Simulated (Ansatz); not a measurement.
A single point on CH4ClGeNO (`[Cl][GeH]1[NH]C[O]1`).

```yaml
crystal:
  periodic: [false, false, false]
  atoms:
    - {symbol: Cl, position_ang: [-2.252334, 0.482529, 1.838752]}
    - {symbol: Ge, position_ang: [-0.671528, 0.839843, 0.446110]}
    - {symbol: N, position_ang: [0.768083, -0.284146, 0.602259]}
    - {symbol: C, position_ang: [0.437324, -0.827771, -0.724411]}
    - {symbol: O, position_ang: [-0.782650, -0.151898, -1.041815]}
    - {symbol: H, position_ang: [-0.580649, 2.362651, 0.296988]}
    - {symbol: H, position_ang: [1.711028, 0.052552, 0.729627]}
    - {symbol: H, position_ang: [0.254639, -1.907104, -0.686566]}
    - {symbol: H, position_ang: [1.204485, -0.612958, -1.478245]}
basis:
  gaussian: {orbitals: def2-QZVPP}
correlation: {method: mp2}
```

```sh
$ ansatz run in.yaml --threads 4 --pin off --events-out ev --progress --plain
```

It prints (some lines left out):

```
Functional definition: HF
2801 factors; integrals over basis functions are off by at most 1.0e-3 eV
mean field evaluation 1: about -73590.2784 eV, gradient 4.6e1 eV
mean field evaluation 2: about -73590.4529 eV, gradient 4.6e1 eV
mean field evaluation 4: about -73594.8733 eV, gradient 4.3e0 eV
mean field evaluation 8: about -73594.9314 eV, gradient 4.0e-1 eV
mean field -73594.93196383 eV, -2704.5638652341 hartree, gradient 1.6e-6 eV, S^2 0.000000; 0 other end points of the search recorded, 0 dependent functions left out
17 core orbitals not correlated: weight in the atoms' cores, before any rotation towards them, 1.000 or more for the frozen orbitals, at most 0.000 for the correlated occupied ones
reference -73594.93196383 eV, -2704.5638652341 hartree; 20, 20 occupied and 413, 413 virtual orbitals, 2801 factors
second order -37.34424065 eV of doubles, -0.00000000 eV of singles
Total energy: -73632.27620448 eV, -2705.9362407651 hartree
```

It took 29 s on 4 threads of a server CPU on a shared host, with 2.8 GiB of host memory at the peak.
